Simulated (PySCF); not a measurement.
Bonds (- single, = double, # triple, : aromatic): C1-Si2, Si2-O3, O3-Si4, Si4-N5, N5-Si6, N5-Si7. C1 carries H8, H9, H10; Si2 carries H11, H12; Si4 carries H13, H14; Si6 carries H15, H16, H17; Si7 carries H18, H19, H20.

Geometry: PBE0-D3(BJ)/def2-SVP; GIAO shifts from PySCF 2.14.0 with density-fitted response routines, gas phase, non-relativistic, averaged over equivalent atoms.

At PBE0/pcSseg-1 (212 basis functions, 94 s wall time on 1 thread of an Arm Neoverse N1, shared host):
| atoms | δ (ppm) |
| --- | --- |
| C1 | -0.3 |
| Si2 | -14.0 |
| Si4 | -30.3 |
| Si6/Si7 | -54.8 |
| O3 | 44.7 |
| N5 | -6.0 |
| H11/H12 | 5.14 |
| H13/H14 | 5.13 |
| H15/H16/H17/H18/H19/H20 | 4.62 |
| H8/H9/H10 | 0.47 |

Scale: TMS for 13C (184.41 ppm) and 29Si (351.99 ppm) and 1H (31.27 ppm); 17O (334.56 ppm) vs H2O; 15N (265.67 ppm) vs NH3 (reference shieldings calculated alike).

Question: Estimate the result of repeating the calculation with mPW1PW91/pcSseg-1.

Answer: 
| atoms | δ at mPW1PW91/pcSseg-1 | change |
| --- | --- | --- |
| C1 | -0.3 | +0.0 |
| Si2 | -14.2 | -0.2 |
| Si4 | -31.0 | -0.7 |
| Si6/Si7 | -54.4 | +0.4 |
| O3 | 43.1 | -1.6 |
| N5 | -6.3 | -0.3 |
| H11/H12 | 5.08 | -0.06 |
| H13/H14 | 5.07 | -0.06 |
| H15/H16/H17/H18/H19/H20 | 4.58 | -0.04 |
| H8/H9/H10 | 0.46 | -0.01 |

Shifts are taken against calculated references (same method and geometry level): TMS for 13C (σ = 183.54 ppm) and 29Si (σ = 350.83 ppm) and 1H (σ = 31.32 ppm); H2O for 17O (σ = 333.30 ppm); 15N (σ = 264.17 ppm) vs NH3.

The largest change is at O3 (oxygen bonded to 2 Si). Cost: 212 basis functions, 70 s wall time on 1 thread of an Arm Neoverse N1, shared host.

Experimental scales use liquid or dissolved standards, which lie at an offset from isolated NH3 (liquid NH3: subtract about 20 ppm) and H2O (liquid H2O: subtract about 36 ppm).
